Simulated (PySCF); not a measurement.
## Br²⁺: excitation energy

Br²⁺ [Ar] 3d10 4s2 4p3 (4S) → Br²⁺ [Ar] 3d10 4s1 4p4 (4P), as a difference of total energies. All numbers are calculated (PySCF 2.14, the spin-free X2C one-electron Hamiltonian (Gaussian nucleus), in aug-cc-pVQZ-DK (8s7p5d3f2g, 93 functions)). Correlated levels: valence: [Ar] 3d10 frozen. The calculations carry no spin-orbit coupling.

```
           method  excitation energy (cm⁻¹)
              UHF                    106180
    MP2 (valence)                    105730
SCS-MP2 (valence)                    105650
   CCSD (valence)                    101980
CCSD(T) (valence)                    101090
```

A first-order spin-orbit estimate (lowest level to lowest level, LS coupling) adds -0.201 eV.

The coupled-cluster amplitudes are large for the upper state (T1 above 0.03 or a double amplitude above 0.15), so a single reference is strained.
